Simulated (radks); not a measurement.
Results of a calculation; reference values are marked as such.
Task: Hf3+, 69 electrons, occupied as [Xe] 4f14 5d1. Level of theory: scalar-relativistic Kohn-Sham, r2SCAN, spin-polarised, spherical densities, finite nucleus; open shells are filled with parallel spins first (spin-orbit coupling, left out, can overturn this in heavy ions); meta-GGA in the generalised Kohn-Sham scheme; Fermi nuclear charge, rms radius 5.347 fm (a radial shooting solver on a logarithmic mesh with Libxc functionals). Some entries of the table are withheld. Estimate them.

| orbital | occ. | eigenvalue (eV) | <r> (bohr) | <1/r> (bohr^-1) |
|---|---|---|---|---|
| 1s down | 1 | -65381.82 | 0.01899 | 83.78 |
| 1s up | 1 | -65381.81 | 0.01899 | 83.78 |
| 2s up | 1 | -11229.32 | 0.08036 | 19.58 |
| 2s down | 1 | -11229.25 | 0.08036 | 19.58 |
| 2p up | 3 | -9861.186 | 0.07173 | 17.85 |
| 2p down | 3 | -9861.138 | 0.07173 | 17.85 |
| 3s down | 1 | -2589.104 | 0.2084 | 7.255 |
| 3s up | 1 | -2589.091 | 0.2084 | 7.255 |
| 3p down | 3 | -2178.376 | 0.2084 | 6.721 |
| 3p up | 3 | -2178.368 | 0.2084 | 6.721 |
| 3d up | 5 | -1691.418 | 0.1890 | 6.349 |
| 3d down | 5 | -1691.395 | 0.1890 | 6.348 |
| 4s up | 1 | -548.7083 | 0.4684 | 3.061 |
| 4s down | 1 | -548.6871 | 0.4684 | 3.061 |
| 4p up | 3 | -413.3815 | 0.4976 | 2.790 |
| 4p down | 3 | -413.3669 | 0.4976 | 2.789 |
| 4d up | 5 | -237.5868 | 0.5354 | 2.473 |
| 4d down | 5 | -237.5640 | 0.5353 | 2.473 |
| 5s up | 1 | -96.1663 | 1.135 | 1.169 |
| 5s down | 1 | -95.6821 | 1.131 | 1.174 |
| 5p up | 3 | -63.9245 | 1.323 | (1) |
| 5p down | 3 | -63.1679 | 1.315 | (2) |
| 4f up | 7 | -44.3077 | (3) | 1.919 |
| 4f down | 7 | -44.1781 | (4) | 1.925 |
| 5d up | 1 | -27.2574 | 1.915 | (5) |
| 5d down | 0 | -25.8792 | 1.898 | (6) |

Result: 
(1) 5p up <1/r> (bohr^-1): 0.9842
(2) 5p down <1/r> (bohr^-1): 0.9910
(3) 4f up <r> (bohr): 0.6739
(4) 4f down <r> (bohr): 0.6700
(5) 5d up <1/r> (bohr^-1): 0.6670
(6) 5d down <1/r> (bohr^-1): 0.6760
